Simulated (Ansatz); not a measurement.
Reaction (substitution at a C–B bond): `CB([SiH3])[SiH3]` + `OC(F)F` → `COC(F)F` + `[SiH3]B[SiH3]`

Program: Ansatz. Geometries: PBE0-D4/def2-TZVP. ΔE: electronic, gas phase. CBS: MP2 limit from def2 TZ/QZ plus the TZ coupled-cluster correction, frozen cores. Functionals use def2-TZVPP. HSE06 is defined as in plane-wave codes. One conformer a species, not always the lowest.

`CB([SiH3])[SiH3]`:

Z-matrix (Å, degrees):
```
C
B 1 1.554
H 1 1.093 2 115.9
H 1 1.092 2 115.8 3 131.4
H 1 1.106 2 102.4 3 -114.2
Si 2 2.018 1 120.5 3 22.7
Si 2 2.018 1 122.0 3 -160.2
H 6 1.495 2 105.8 1 -94.2
H 6 1.489 2 113.7 1 148.2
H 6 1.491 2 113.5 1 23.5
H 7 1.494 2 107.2 1 -101.0
H 7 1.491 2 111.5 1 142.2
H 7 1.491 2 114.6 1 18.7
```

`OC(F)F`:

```xyz
6

O    -0.795    0.008    0.744
C     0.177    0.243   -0.157
F    -0.132   -0.286   -1.366
F     1.344   -0.339    0.210
H    -0.918   -0.946    0.828
H     0.324    1.319   -0.259
```

`COC(F)F`:

Cartesian coordinates in Å:
```
C -1.136 0.345 -0.125
O -0.261 -0.658 0.361
C 1.042 -0.413 0.113
F 1.499 0.623 0.867
F 1.731 -1.501 0.469
H -0.983 0.512 -1.198
H -2.147 -0.023 0.039
H -0.997 1.285 0.413
H 1.252 -0.169 -0.938
```

`[SiH3]B[SiH3]`:

Cartesian coordinates in Å:
```
Si -1.210 -1.202 0.534
B -0.099 -0.131 -0.748
Si 1.163 1.337 -0.223
H -0.382 -2.408 0.845
H -2.493 -1.674 -0.056
H -1.502 -0.508 1.816
H -0.103 -0.468 -1.897
H 2.496 0.673 -0.091
H 0.844 1.981 1.080
H 1.286 2.399 -1.261
```

```
         level  ΔE (eV)
   LDA (SPW92)     1.14
      HSE06-D4     1.11
  CAM-B3LYP-D4     1.02
       ωB97M-V     1.07
      PBE-QIDH     1.09
          PBE0     1.09
 CCSD/def2-SVP     0.97
MP2/def2-QZVPP     1.12
```

What does CCSD(T)/CBS give? (An estimate is asked.)

Ansatz gave: +1.06 eV. The listed levels differ from it by 0.08, 0.05, -0.04, 0.01, 0.03, 0.03, -0.09, 0.06 eV.

Largest T1 diagnostic among the species: 0.014.

The D4 term adds +0.05 eV with B3LYP and +0.03 eV with PBE0; it sums over pairs of atoms, weighted by their polarisabilities, and B3LYP, whose exchange is more repulsive, gets the larger term. At CCSD(T), def2-SVP lies −0.07 eV from the extrapolated value and def2-TZVPP −0.03 eV.

B3LYP here is the variant with VWN-RPA as its local correlation; programs differ in this.
